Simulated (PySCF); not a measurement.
Ga(Cl)(Br)(Et), SMILES C[CH2][Ga]([Cl])[Br] (C2H5BrClGa), singlet at its PBE0/def2-SVP optimised geometry (Å):

```
10

Ga    -0.2224     0.8738     0.0000
Cl     1.9299     0.8738     0.0000
Br    -1.1734     2.9562     0.0000
C     -1.2614    -0.7872    -0.0004
C     -0.4351    -2.0666    -0.0073
H     -1.9299    -0.7251    -0.8761
H     -1.9229    -0.7300     0.8809
H      0.2203    -2.1387     0.8737
H      0.2124    -2.1340    -0.8946
H     -1.0855    -2.9562    -0.0069
```

Calculation: PBE0/def2-TZVP run with PySCF. Cells within 0.4 Å of a nucleus heavier than hydrogen are left out (blank, or x).

Map of the electrostatic potential (hartree/e), clipped to [-0.08, 0.12] on the plane z = 0.0 Å:

```
|111111111111000000011111111|
|111111112332100000000111111|
|111111135997310000000011111|
|111111259999930000000000111|
|111111299999981000000000111|
|111101399xx9992100000000011|
|1111002999x9994210000000011|
|111110179999997421110000011|
|111111139999999979994100011|
|111111125999999999999410011|
|222222236999xx9999x99921011|
|222222236999xx9999xx9921111|
|222222346999999999999721111|
|222223359999999999998210111|
|222223489999999744431100111|
|222223499xx9986421100000111|
|2222233899x9996321000001111|
|222222359999999421111111111|
|22222223599xx99521111111111|
|222222234999x99522111111111|
|222222335999999422111111111|
|222222336999984222211111111|
|222222335999532222221111111|
|222222234565322222221111111|
|222222223333222222222111111|
|222222222222222222222111111|
|222222222222222222222111111|
```
Scale: ten equal steps from -0.027 (start of '0') to 0.120 (end of '9'), in the order '0123456789'; x runs from -5.00 to 5.00, y from -5.00 (bottom) to 5.00 (top).
